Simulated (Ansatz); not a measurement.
Consider the ligand exchange at the In–N bond: `C[N](C)[In]([Cl])[Cl]` + `O[SiH3]` → `[SiH3][O][In]([Cl])[Cl]` + `CNC`.

Program: Ansatz. Geometries: PBE0-D4/def2-TZVP. ΔE: electronic, gas phase. CCSD(T)/CBS is the MP2 limit (def2-TZVPP, def2-QZVPP) plus CCSD(T) − MP2 in def2-TZVPP, frozen cores. DFT in def2-TZVPP. B3LYP here is the variant with VWN-RPA as its local correlation; programs differ in this. def2 core potentials past Kr. For In outer-core shells are correlated without core-valence functions, which leaves a few kJ/mol of doubt a bond. One conformer a species, not always the lowest.

(1) Is it downhill or uphill in electronic energy at CCSD(T)/CBS, and by how much? (Estimate.)

(2) What do these levels give: LDA (SPW92), B3LYP-D4, r2SCAN0-D4, PBE0, HF/def2-SVP, MP2/def2-SVP? (An estimate is asked.)

Largest T1 diagnostic among the species: 0.014.

Results:

(1) Ansatz gave: Downhill: ΔE = -5.2 kcal/mol.

(2) The calculation gave: LDA (SPW92) -2.3, B3LYP-D4 -5.9, r2SCAN0-D4 -6.2, PBE0 -6.1, HF/def2-SVP -10.7, MP2/def2-SVP -7.2 kcal/mol.

At CCSD(T), def2-SVP lies −2.1 kcal/mol from the extrapolated value and def2-TZVPP +0.0 kcal/mol. The D4 term adds +1.2 kcal/mol with B3LYP and +0.7 kcal/mol with PBE0; it sums over pairs of atoms, weighted by their polarisabilities, and B3LYP, whose exchange is more repulsive, gets the larger term.
